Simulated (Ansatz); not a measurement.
OSn, SMILES `[O]=[Sn]`: the same geometry under several functionals.

```yaml
crystal:
  periodic: [false, false, false]
  atoms:
    - {symbol: O, position_ang: [-0.000000, 0.000000, -0.007106]}
    - {symbol: Sn, position_ang: [0.000000, -0.000000, 1.810686]}
basis:
  gaussian: {orbitals: def2-TZVPP}
hamiltonian: {xc: {name: BLYP}, dispersion: d4}
output: {orbitals: {seedname: orbitals}}
```

```sh
$ ansatz run in.yaml --threads 2 --pin off --events-out ev --progress --plain --max-ram 32768MiB --backend cpu
```

It prints (some lines left out):

```
Functional definition: BLYP
539 factors; their error is unknown
mean field evaluation 1: about -7862.2577 eV, gradient 9.0e1 eV
mean field evaluation 2: about -7643.3021 eV, gradient 2.2e2 eV
mean field evaluation 4: about -7877.5012 eV, gradient 2.1e1 eV
mean field evaluation 8: about -7878.1016 eV, gradient 1.0e0 eV
mean field evaluation 16: about -7878.0997 eV, gradient 3.8e-5 eV
mean field -7878.09971868 eV, -289.5148246935 hartree, gradient 3.6e-5 eV, S^2 0.000000; 0 other end points of the search recorded, 0 dependent functions left out
reference -7878.09995867 eV, -289.5148335131 hartree; 15, 15 occupied and 66, 66 virtual orbitals, 539 factors
Total energy: -7878.16061318 eV, -289.5170625253 hartree
```

Hardware: 2 threads of an AMD EPYC 7R13 on a shared host. Wall time 0.45 s, peak host memory 0.2 GiB.

The same input with `hamiltonian: {xc: {name: PBE-QIDH}}` (abridged; 1.3 s):

```
Functional definition: PBE-QIDH
mean field evaluation 16: about -7865.4236 eV, gradient 1.7e-4 eV
mean field -7865.42361278 eV, -289.0489863940 hartree, gradient 7.0e-6 eV, S^2 0.000000
5 core orbitals not correlated: weight in the atoms' cores, before any rotation towards them, 1.000 or more for the frozen orbitals, at most 0.000 for the correlated occupied ones
second order -17.66215441 eV of doubles, -0.00000000 eV of singles
Total energy: -7871.31100799 eV, -289.2653441774 hartree
```

The same input with `hamiltonian: {xc: r2scan, dispersion: d4}` and forces (abridged; 1.2 s):

```
Functional definition: r2SCAN
mean field evaluation 16: about -7880.3380 eV, gradient 6.2e-4 eV
mean field -7880.33804647 eV, -289.5970817229 hartree, gradient 4.4e-5 eV, S^2 0.000000
Total energy: -7880.34324911 eV, -289.5972729163 hartree
Atom 0 force    -0.000000    -0.000000    -0.395095 eV/Å
Atom 1 force     0.000000     0.000000     0.395095 eV/Å
Dipole moment:    -0.000000    -0.000000     0.822786 e Å
```

The same input with `hamiltonian: {xc: {name: B2PLYP}}` (abridged; 1.5 s):

```
Functional definition: B2PLYP
mean field evaluation 16: about -7867.3152 eV, gradient 3.8e-4 eV
mean field -7867.31521166 eV, -289.1185013709 hartree, gradient 5.0e-6 eV, S^2 0.000000
5 core orbitals not correlated: weight in the atoms' cores, before any rotation towards them, 1.000 or more for the frozen orbitals, at most 0.000 for the correlated occupied ones
second order -19.38105253 eV of doubles, -0.00000000 eV of singles
Total energy: -7872.54821067 eV, -289.3108105371 hartree
```

Changing it to `hamiltonian: {xc: {name: B97M-V}}` (abridged; 1.6 s):

```
Functional definition: B97M-V
mean field evaluation 16: about -7878.4115 eV, gradient 3.7e-5 eV
mean field -7878.41145381 eV, -289.5262807484 hartree, gradient 3.7e-5 eV, S^2 0.000000
Total energy: -7878.41150381 eV, -289.5262825860 hartree
```

Changing it to `hamiltonian: {xc: hse06, dispersion: d4}` (abridged; 0.76 s):

```
Functional definition: HSE06
mean field evaluation 16: about -7876.8530 eV, gradient 6.6e-5 eV
mean field -7876.85298990 eV, -289.4690082562 hartree, gradient 6.6e-5 eV, S^2 0.000000
Total energy: -7876.87434184 eV, -289.4697929254 hartree
```

HSE06 is the plane-wave form, built on full-range PBE exchange.
